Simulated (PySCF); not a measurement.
## How methods differ on the ionisation energy of Ge²⁺

Ge²⁺ [Ar] 3d10 4s2 (1S) → Ge³⁺ [Ar] 3d10 4s1 (2S), as a difference of total energies. Calculation: PySCF 2.14, in aug-cc-pVDZ-DK (6s5p3d, 36 functions); scalar relativity by spin-free X2C-1e. Correlated levels: valence: [Ar] 3d10 frozen. The calculations carry no spin-orbit coupling.

| method | ionisation energy (eV) |
| --- | --- |
| UHF | 32.267 |
| MP2 (valence) | 32.966 |
| SCS-MP2 (valence) | 33.106 |
| CCSD (valence) | 33.302 |

Errors of the correlated levels include the incompleteness of this basis and the frozen core.

With two correlated electrons CCSD is exact in that space.

Problem. Which method comes closest to the reference value, and which is furthest?

Solution. The reference is 34.058 eV (measured; NIST Atomic Spectra Database, ionization energies). Closest: CCSD (valence) (error -0.756 eV); furthest: UHF (error -1.791 eV).
